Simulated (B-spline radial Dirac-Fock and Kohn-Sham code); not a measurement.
## How core holes in Tl⁷⁺ decay

System: Tl⁷⁺, [Xe] 4f14 5d6.

Input of the calculation (task.json; shells as n, l, electrons):

```json
{"items": [{
  "Z": 81,
  "q": 7,
  "cfg": [[1, 0, 2], [2, 0, 2], [2, 1, 6], [3, 0, 2], [3, 1, 6], [3, 2, 10], [4, 0, 2], [4, 1, 6], [4, 2, 10], [4, 3, 14], [5, 0, 2], [5, 1, 6], [5, 2, 6]],
  "A": 205,
  "rrms": 5.4759,
  "do": ["binding", "quiet", "decay"],
  "holes": ["K", "L1", "L2", "L3", "M1", "M2", "M3", "M4", "M5", "N1", "N2", "N3", "N4", "N5", "N6", "N7"]
}]}
```

Command: `python xray_run.py task.json out`

Calculated with a B-spline atomic structure program, using one-electron (LDA, Dirac) transition rates at Dirac-Fock energies.

Partial widths are in eV. Coster-Kronig decay leaves a hole in the same principal shell; its rates are the weakest part of the model, often 1.5 to 2.5 times too large and more for N holes. Holes without an open Auger channel, or with an unreliable SCF state, are not listed.

| hole | radiative | Auger | Coster-Kronig | total | fluorescence yield | lifetime (fs) |
| --- | --- | --- | --- | --- | --- | --- |
| K (1s) | 54.1 | 1.72 | 0 | 55.8 | 0.969 | 0.0118 |
| L1 (2s) | 1.28 | 2.04 | 7.51 | 10.8 | 0.119 | 0.0608 |
| L2 (2p1/2) | 2.21 | 2.94 | 0.752 | 5.90 | 0.374 | 0.112 |
| L3 (2p3/2) | 1.94 | 3.95 | 0 | 5.88 | 0.329 | 0.112 |
| M1 (3s) | 0.0513 | 1.26 | 15.9 | 17.2 | 0.00299 | 0.0383 |
| M2 (3p1/2) | 0.0554 | 1.38 | 11.3 | 12.8 | 0.00433 | 0.0515 |
| M3 (3p3/2) | 0.0594 | 1.76 | 8.51 | 10.3 | 0.00575 | 0.0637 |
| M4 (3d3/2) | 0.0754 | 2.35 | 0 | 2.43 | 0.0310 | 0.271 |
| M5 (3d5/2) | 0.0709 | 2.48 | 0 | 2.55 | 0.0278 | 0.258 |
| N1 (4s) | 0.00208 | 0.194 | 7.18 | 7.38 | 0.000282 | 0.0892 |
| N2 (4p1/2) | 0.00306 | 0.209 | 12.1 | 12.3 | 0.000249 | 0.0535 |
| N3 (4p3/2) | 0.00196 | 0.231 | 4.44 | 4.67 | 0.000419 | 0.141 |
| N4 (4d3/2) | 0.00208 | 0.247 | 6.79 | 7.04 | 0.000295 | 0.0935 |
| N5 (4d5/2) | 0.00176 | 0.284 | 4.05 | 4.34 | 0.000406 | 0.152 |
